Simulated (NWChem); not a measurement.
## Total energies of H$_{2}$BO$_{3}$ (-1)

```xyz
6

O      0.0000     0.0000    -1.5021
B      0.0000     0.0000    -0.2175
O     -0.0481     1.2063     0.6332
O      0.0481    -1.2063     0.6332
H      0.3485     0.9540     1.4868
H     -0.3485    -0.9540     1.4868
```
Charge -1, spin multiplicity 1.

All runs are NWChem calculations. Structure: optimised with PBE/def2-SVP, a minimum by its harmonic frequencies. It is one conformer; others weren't searched.

Basis set: def2-SVPD (105 functions).

```tsv
method	total energy (Ha)	relative cost
RHF	-250.40468	1
MP2	-251.09892	under 3
B2PLYP	-251.52231	under 3
PBE	-251.46143	under 3
B3LYP	-251.73856	under 3
LDA (SVWN5)	-249.86223	under 3
```

Total energies of different functionals aren't comparable as a measure of quality: only differences taken within one method are. Relative cost: rough, from shared machines, SCF included, RHF = 1.

The correlated methods keep 4 core orbitals frozen. B3LYP has NWChem's definition, with VWN1-RPA local correlation. The spin multiplicity of the parent species was assumed, not shown to be that of its ground state. The structure started from a generated list of species. The anion's geometry comes from a basis without diffuse functions.
